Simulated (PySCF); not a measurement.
SiF2Cl2, SMILES F[Si](F)(Cl)Cl.

Geometry: B3LYP-D3(BJ)/def2-SVP.

Level of theory: r2SCAN/def2-TZVP (PySCF).

Gas-phase values at a fixed geometry.

Problem. Estimate the frontier levels, gap, dipole moment and polarisability. (Estimate from the structure and the level; the computed values follow.)

Solution. 
The highest occupied level is -8.89 eV and the lowest empty level is -0.90 eV. The orbital gap is 7.99 eV. The dipole moment comes out as 0.75 D and the quadrupole, principal values (traceless, Buckingham form, about the centre of nuclear charge) is -2.09, -0.62, 2.71 D·Å. The mean static polarisability is 43.7 bohr³ (6.47 Å³) and the polarisability, principal values comes out as 36.1, 41.5, 53.4 bohr³.
